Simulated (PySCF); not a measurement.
Species: C2H8AlNTe.
Bonds: N1–Al2, Al2–C3, C3–Te4, Te4–C5, Al2–C5. Hydrogens: H6, H7, H8 on N1; H9 on Al2; H10, H11 on C3; H12, H13 on C5.

A GFN2-xTB structure was refined with PBE0-D3(BJ)/def2-SVP geometry optimisation, gas phase, def2 core potentials past Kr in PySCF 2.14.0. Its GFN2-xTB values:

| coordinate | GFN2-xTB |
| --- | --- |
| N1–Al2 | 2.087 Å |
| N1–H6 | 0.979 Å |
| N1–H7 | 1.029 Å |
| Al2–C3 | 2.018 Å |
| Al2–H9 | 1.562 Å |
| C3–Te4 | 2.191 Å |
| C3–H10 | 1.089 Å |
| C3–H11 | 1.084 Å |
| N1–Al2–C3 | 100.7° |
| Al2–C3–Te4 | 86.0° |
| C3–Al2–C5 | 98.4° |
| C3–Te4–C5 | 88.3° |
| N1–Al2–C3–Te4 | -97° |
| N1–Al2–C5–Te4 | 96° |
| Al2–C3–Te4–C5 | -6° |
| C3–Te4–C5–Al2 | 6° |

Task: How do these coordinates change at the PBE0-D3(BJ)/def2-SVP level?

Result: 
| coordinate | PBE0-D3(BJ)/def2-SVP (Å or °) | change |
| --- | --- | --- |
| Al2–H9 | 1.604 | +0.042 |
| N1–H6 | 1.020 | +0.041 |
| N1–Al2 | 2.052 | -0.035 |
| Al2–C3 | 1.998 | -0.020 |
| C3–H11 | 1.102 | +0.018 |
| C3–H10 | 1.100 | +0.011 |
| C3–Te4 | 2.195 | +0.004 |
| N1–H7 | 1.031 | +0.002 |
| C3–Te4–C5 | 83.4 | -4.9 |
| C3–Al2–C5 | 94.0 | -4.4 |
| N1–Al2–C3 | 97.2 | -3.5 |
| Al2–C3–Te4 | 88.5 | +2.5 |
| N1–Al2–C3–Te4 | -79 | +18 |
| N1–Al2–C5–Te4 | 79 | -17 |
| Al2–C3–Te4–C5 | -17 | -11 |
| C3–Te4–C5–Al2 | 17 | +11 |

The energy falls by 5.0 kcal/mol over 12 energy and gradient evaluations, the largest force component goes from 0.0497 to 2.3e-04 Eh/bohr, and the atoms move by 0.240 Å rms after alignment. Among the bonds, N1–H6 and Al2–H9 change most and about equally (+0.041 to +0.042 Å). Bonds longer at the end by more than 0.005 Å: 6 of 13; shorter: 5. Among the dihedrals that turn most is N1–Al2–C3–H11, from 14° to 34°. Rotational constants go from 4000, 1232, 1160 to 3769, 1312, 1291 MHz.

The run used 126 basis functions and 81 SCF cycles in all. On Intel Xeon Platinum 8488C, one thread, no GPU (shared host), this took 80 s wall and 0.56 GiB of memory at its peak.

PBE0-D3(BJ)/def2-SVP frequencies: not computed here. One conformer, not necessarily the lowest.
